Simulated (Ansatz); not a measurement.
Input and output for C$_{2}$H$_{6}$GeSi (`[SiH3]C#[C][GeH3]`).

```yaml
crystal:
  periodic: [false, false, false]
  atoms:
    - {symbol: Si, position_ang: [-1.055286, 1.764397, -1.435202]}
    - {symbol: C, position_ang: [-0.526739, 0.579866, -0.301629]}
    - {symbol: C, position_ang: [0.064640, -0.621181, 0.001339]}
    - {symbol: Ge, position_ang: [1.280774, -1.510861, 1.141152]}
    - {symbol: H, position_ang: [-2.028375, 0.738063, -2.546025]}
    - {symbol: H, position_ang: [-2.157830, 2.246535, -0.180952]}
    - {symbol: H, position_ang: [-0.281591, 2.600407, -1.912063]}
    - {symbol: H, position_ang: [0.776096, -3.373956, 0.934486]}
    - {symbol: H, position_ang: [1.130702, -1.543053, 2.736454]}
    - {symbol: H, position_ang: [2.543063, -1.536786, 0.880201]}
basis:
  gaussian: {orbitals: def2-TZVP, final_grid: {core_spheres: 20, valence_spheres: 16, degree: 47}, nuclear_model: gaussian}
hamiltonian: {xc: {name: r2SCANh}, dispersion: d3bjatm}
output: {forces: true}
```

```sh
$ ansatz run in.yaml --threads 4 --pin off --events-out ev --progress --plain --max-ram 10444MiB
```

Shortened log:

```
Functional definition: r2SCANh
1253 factors; their error is unknown
mean field evaluation 1: about -66553.6851 eV, gradient 4.4e1 eV
mean field evaluation 2: about -66544.3223 eV, gradient 6.9e1 eV
mean field evaluation 4: about -66557.9394 eV, gradient 1.1e1 eV
mean field evaluation 8: about -66558.2284 eV, gradient 1.7e-1 eV
mean field evaluation 16: about -66558.3379 eV, gradient 2.1e-4 eV
mean field -66558.33792634 eV, -2445.9738039312 hartree, gradient 4.7e-5 eV, S^2 0.000000; 0 other end points of the search recorded, 0 dependent functions left out
reference -66558.33794016 eV, -2445.9738044389 hartree; 32, 32 occupied and 151, 151 virtual orbitals, 1253 factors
Total energy: -66558.40891194 eV, -2445.9764126039 hartree
Atom 0 at    -1.055286     1.764397    -1.435202 Å, force    -9.956243    -5.233098     2.729803 eV/Å
Atom 1 at    -0.526739     0.579866    -0.301629 Å, force     5.827802   -10.113431     2.421715 eV/Å
Atom 2 at     0.064640    -0.621181     0.001339 Å, force    -3.202355     8.393270    -1.000292 eV/Å
Atom 3 at     1.280774    -1.510861     1.141152 Å, force    -7.858209    -4.227770     2.541986 eV/Å
Atom 4 at    -2.028375     0.738063    -2.546025 Å, force     1.629094     2.004458     1.474137 eV/Å
Atom 5 at    -2.157830     2.246535    -0.180952 Å, force     1.216261     0.291634    -2.329960 eV/Å
Atom 6 at    -0.281591     2.600407    -1.912063 Å, force     4.906171     5.221957    -2.992390 eV/Å
Atom 7 at     0.776096    -3.373956     0.934486 Å, force     0.792868     2.682971     0.156841 eV/Å
Atom 8 at     1.130702    -1.543053     2.736454 Å, force    -0.250945     0.639921    -1.084649 eV/Å
Atom 9 at     2.543063    -1.536786     0.880201 Å, force     6.895555     0.340088    -1.917190 eV/Å
Dipole moment:     0.342479     0.465839    -0.161180 e Å
```

Run time 1.6 s (4 threads of an AMD EPYC 9R45 on a shared host); peak host memory 0.54 GiB.
